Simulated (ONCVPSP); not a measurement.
## PBE ONCV dataset for zinc, scalar-relativistic all-electron reference.

```
Element                 : Zn (Z = 30)
Generator               : ONCVPSP 4.0.1
Type                    : optimised norm-conserving Vanderbilt (ONCV)
Functional              : PBE
Relativity              : scalar-relativistic
Frozen core             : [Ar]
Valence charge          : 12
Reference configuration : 3d10 4s1 (charge +1)
Partial waves           : 4s: rc 2.20 bohr, ncon 4, nbas 8, qcut 3.6 1/bohr, 2 projectors, debl 1.2 Ha; p scattering state at 0.4 Ha: rc 1.95 bohr, ncon 4, nbas 7, qcut 4.1 1/bohr, 1 projector; 3d: rc 0.95 bohr, ncon 4, nbas 8, qcut 16.1 1/bohr, 2 projectors, debl 2.1 Ha
Local potential         : polynomial inside 0.75 bohr (lpopt 3, dvloc0 0 Ha)
Core correction         : none
```

In the p channel the program set the typed energies aside and used 0.050 Ha.

All-electron outer shells of the reference configuration (PBE, scalar-relativistic, ld1.x):

| shell | level (eV) | outermost node (bohr) | outermost maximum (bohr) |
| --- | --- | --- | --- |
| 3p | -93.08 | 0.25 | 0.59 |
| 3d | -19.76 | – | 0.57 |
| 4s | -14.00 | 0.84 | 1.99 |

What the tests gave:

* Cutoffs needed: 105 Ha and 117 Ha (the cutoffs (Ha) at which the residual kinetic energy of the hardest occupied pseudo-wave falls to 1 and 0.1 mHa per electron)
* Ghost test: ghosts flagged at negative energy: s at -125.0 eV, p at -16.7 eV; no localised positive-energy state flagged; a true bound ghost makes a file unfit for plane-wave use
* Largest excitation error: -49 meV (all-electron minus pseudo) for 3d10 4s0 4p1, out of 4 test configurations

Generation and tests took about 2.7 s on one core of a shared server CPU.
